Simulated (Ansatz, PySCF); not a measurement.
Pair of molecules: H2O (SMILES O) (first 3 atoms) with C2H6O (SMILES CCO); geometry from B3LYP-D3(BJ)/def2-TZVP, rigid monomers moved along the line of their centres of mass till H2···O6 is 2.16 Å.
(charge 0, multiplicity 1):
```xyz
12

O     -0.219     0.308     0.172
H      0.304     0.102     0.967
H      0.125    -0.264    -0.520
C     -1.299     0.395     3.798
C     -0.264    -0.711     3.717
O      0.913    -0.314     2.997
H     -2.190     0.043     4.323
H     -1.588     0.722     2.799
H     -0.909     1.256     4.349
H      0.018    -1.062     4.715
H     -0.657    -1.564     3.163
H      1.293     0.460     3.429
```

Monomers are frozen at their geometry in the pair; levels with a basis set take the counterpoise correction.

Cores are frozen in the correlated methods.

Run with Ansatz (Gaussian orbitals); PySCF for the dispersion terms. Each number belongs to the level named beside it.

Q: Estimate the interaction energy that r2SCAN-D3(BJ)/def2-TZVPPD returns for this input.

A: -5.9 kcal/mol

Ansatz is an electronic-structure program.
